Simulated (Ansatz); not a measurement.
`O=C=C[SiH3]` + `CNCF` → `FCN[SiH3]` + `CC=C=O` at 500 K and 1 bar (formal exchange of groups at the Si–C bond).

Computed with Ansatz on PBE0-D4/def2-TZVP structures; ΔE is electronic, products minus reactants. CBS: MP2 limit from def2 TZ/QZ plus the TZ coupled-cluster correction, frozen cores. One conformer a species, not always the lowest.

```csv
species,CCSD(T)/CBS energy (Eh),H − E (kJ/mol),S (J/(mol·K))
`O=C=C[SiH3]`,-442.72816,163.7,355.9
`CNCF`,-234.19797,259.8,338.8
`FCN[SiH3]`,-485.24366,230.5,371.6
`CC=C=O`,-191.69565,192.3,327.8
```

H − E and S are ideal-gas, rigid-rotor, harmonic terms from PBE0-D4/def2-TZVP, for one conformer and one mirror image of each species. 1 Eh = 2625.50 kJ/mol, R = 8.31446 J/(mol·K).

Problem. By hand: ΔE, ΔH, ΔS and ΔG.

Solution. ΔE = (-485.24366) + (-191.69565) − (-442.72816) − (-234.19797) = -0.01318 Eh = -34.6 kJ/mol. Δ(H − E) = 230.5 + 192.3 − 163.7 − 259.8 = -0.7, so ΔH = -35.3 kJ/mol. ΔS = 371.6 + 327.8 − 355.9 − 338.8 = 4.7 J/(mol·K). ΔG = -35.3 − 500 × (4.7)/1000 = -37.6 kJ/mol.

Problem. By hand: the equilibrium constant, and the temperature at which ΔG would vanish if ΔH and ΔS stayed fixed.

Solution. log₁₀ K = −ΔG/(RT ln 10) = 3.9. ΔH and −TΔS have one sign here, so there is no such temperature. One of them is within its doubt of zero, so this could turn.

The number of gas molecules stays the same, so ΔS is small and ΔH decides. A doubt of 5 kJ/mol in ΔE shifts log₁₀ K by 0.5 here. Other conformers and mirror images would add mixing entropy, several J/(mol·K) or more a flexible species. These are equilibria of isolated gas molecules and say nothing of rates. Largest T1 diagnostic: 0.016 (customary marks: 0.02 for closed shells, 0.045 for open ones).
